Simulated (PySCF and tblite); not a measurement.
The numbers below are computed, except where a source is named.
C9H12O2S, numbered as in [CH3:1][CH:2]([CH3:3])[S:4](=[O:5])(=[O:6])[c:7]1[cH:8][cH:9][cH:10][cH:11][cH:12]1.

Geometries GFN2-xTB; weights from PBE0-D3(BJ)/def2-SVP energies and GFN2-xTB thermal corrections, with symmetry numbers and mirror pairs. Conformers within 3 kcal/mol (GFN2-xTB free energy) were kept, 10 at most. Codes: tblite and PySCF.

Torsions listed: C1–C2–S4–O5, O5–S4–C7–C8. Of a mirror pair one member is shown.

| conformer | shape | symmetry | dipole D |
| --- | --- | --- | --- |
| 1 | 53°, 154° | Cs | 5.08 |
| 2 | 176°, 143° | C1 (pair) | 4.87 |

(1) Which of these conformers is the most populated at 298.15 K, and with what share?

(2) Give the DFT energies and free energies relative to the lowest, and all weights.

(3) How does its share change from 250 K to 373.15 K?

Results:

(1) Conformer 2, about 87 %.

(2) 
```tsv
conformer	shape	E(DFT) kcal/mol	G(298.15 K) kcal/mol	weight %
1	53°, 154°	0.33	1.14	12.7
2	176°, 143°	0.00	0.00	87.3
```

(3) From 89 % to 85 %; the mixing entropy goes from 1.92 to 2.00 cal/(mol K).


Conformer gaps in def2-SVP on xTB geometries can be 2 kcal/mol too large for S=O, P=O and other polar bonds.